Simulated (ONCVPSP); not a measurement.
# Transferability test, ONCV potential for nickel

* Element: nickel
* Generator: ONCVPSP 4.0.1
* Type: optimised norm-conserving Vanderbilt (ONCV)
* Functional: LDA (Perdew-Zunger)
* Relativity: fully relativistic
* Frozen core: [Ne]
* Valence charge: 18
* Reference configuration: 3s2 3p6 3d7 (charge +3)
* Partial waves: 3s: rc 1.05 bohr, ncon 3, nbas 6, qcut 11.8 1/bohr, 3 projectors, debl 3.4 Ha; 3p: rc 0.95 bohr, ncon 4, nbas 7, qcut 17.7 1/bohr, 2 projectors, debl 1.4 Ha; 3d: rc 1.00 bohr, ncon 5, nbas 9, qcut 14 1/bohr, 2 projectors, debl 1.7 Ha
* Local potential: polynomial inside 0.60 bohr (lpopt 5, dvloc0 -1 Ha)
* Core correction: Teter function, parameters optimised by the program

Open shells are filled in proportion to 2j + 1.

In the s channel the program set the typed energies aside and used -5.514, 0.250, 3.650 Ha. In the p channel the program set the typed energies aside and used -4.037, 0.250 Ha (j = l + 1/2; the other j can differ). In the d channel the program set the typed energies aside and used -1.737, 0.250 Ha (j = l + 1/2; the other j can differ).

Energies are relative to the spin-unpolarised reference configuration 3s2 3p6 3d7; without spin polarisation the order of configurations can differ from experiment.

```tsv
valence configuration	charge	ΔE all-electron (eV)	error AE − PS (meV)
3s2 3p6 3d8 4s2	0	-65.058	-2.1
3s2 3p6 3d8 4s1	+1	-55.457	-0.8
3s2 3p6 3d8	+2	-37.798	+2.6
```

**Question.** What are ΔE and the potential's error for 3s2 3p6 3d6?

**Answer.** ΔE = 57.866 eV all-electron; the error (AE − PS) is +9.0 meV.
